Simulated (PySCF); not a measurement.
**Ionisation energy of Cl⁴⁺ by level of theory**

Cl⁴⁺ [Ne] 3s2 3p1 [3p1/2^1, M_J = 1/2] → Cl⁵⁺ [Ne] 3s2, as a difference of total energies. Computed with PySCF 2.14 in an even-tempered Gaussian basis (21 s from 0.14 bohr⁻², ratio 2.4; 14 p from 0.18 bohr⁻², ratio 2.4; 5 d from 1.1 bohr⁻², ratio 2.6; 5 f from 1.7 bohr⁻², ratio 2.6), with the two-component X2C-1e Hamiltonian. Correlated levels: 1s2 frozen; the 54 highest virtual spinors dropped. "Screened" scales the spin-orbit matrix elements by Boettger's factors to mimic the two-electron term; Breit and QED terms are absent.

```json
{"method": "GHF (spin-free)", "ionisation energy (eV)": "66.931"}
{"method": "GMP2 (spin-free)", "ionisation energy (eV)": "67.269"}
{"method": "GHF (screened spin-orbit)", "ionisation energy (eV)": "67.053"}
{"method": "GMP2 (screened spin-orbit)", "ionisation energy (eV)": "67.394"}
```

Q: Which method comes closest to the reference value, and which is furthest?

A: The reference is 67.68 ± 0.1 eV (semi-empirical (NIST evaluation); NIST Atomic Spectra Database, ionization energies). Closest: GMP2 (screened spin-orbit) (error -0.286 eV); furthest: GHF (spin-free) (error -0.749 eV).
